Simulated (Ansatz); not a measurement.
Start from `[CH3][Al]([NH2])[SH]` and change one atom or group to get `[NH2][Al]([SH])[Cl]`.

Ansatz, PBE0-D4/def2-TZVP geometries, multiplicity 1. Each molecule was computed in one conformer, which needn't be the lowest.

| property | `[CH3][Al]([NH2])[SH]` |
| --- | --- |
| HOMO–LUMO gap (ωB97M-V/def2-TZVPP) / eV | 10.90 |
| HOMO energy (PBE/def2-TZVPP) / eV | -5.87 |
| HOMO–LUMO gap (B3LYP/def2-TZVPP) / eV | 6.69 |
| HOMO energy (B3LYP/def2-TZVPP) / eV | -6.91 |
| HOMO energy (PBE0/def2-TZVPP) / eV | -7.17 |
| size of the dipole moment (ωB97M-V/def2-TZVPP) / D | 2.12 |

(1) What does the change do to each property? (An estimate is asked.)

Results:

(1) Computed: 
```json
{"property": "HOMO–LUMO gap (ωB97M-V/def2-TZVPP) / eV", "`[NH2][Al]([SH])[Cl]`": "11.03", "shift": "0.13"}
{"property": "HOMO energy (PBE/def2-TZVPP) / eV", "`[NH2][Al]([SH])[Cl]`": "-6.30", "shift": "-0.43"}
{"property": "HOMO–LUMO gap (B3LYP/def2-TZVPP) / eV", "`[NH2][Al]([SH])[Cl]`": "6.66", "shift": "-0.03"}
{"property": "HOMO energy (B3LYP/def2-TZVPP) / eV", "`[NH2][Al]([SH])[Cl]`": "-7.36", "shift": "-0.45"}
{"property": "HOMO energy (PBE0/def2-TZVPP) / eV", "`[NH2][Al]([SH])[Cl]`": "-7.63", "shift": "-0.46"}
{"property": "size of the dipole moment (ωB97M-V/def2-TZVPP) / D", "`[NH2][Al]([SH])[Cl]`": "2.84", "shift": "0.72"}
```

The zero-point energy changes by -88.8 kJ/mol with -9 modes. Dipoles are sizes alone; their direction can turn.

B3LYP here is the variant with VWN-RPA as its local correlation; programs differ in this.
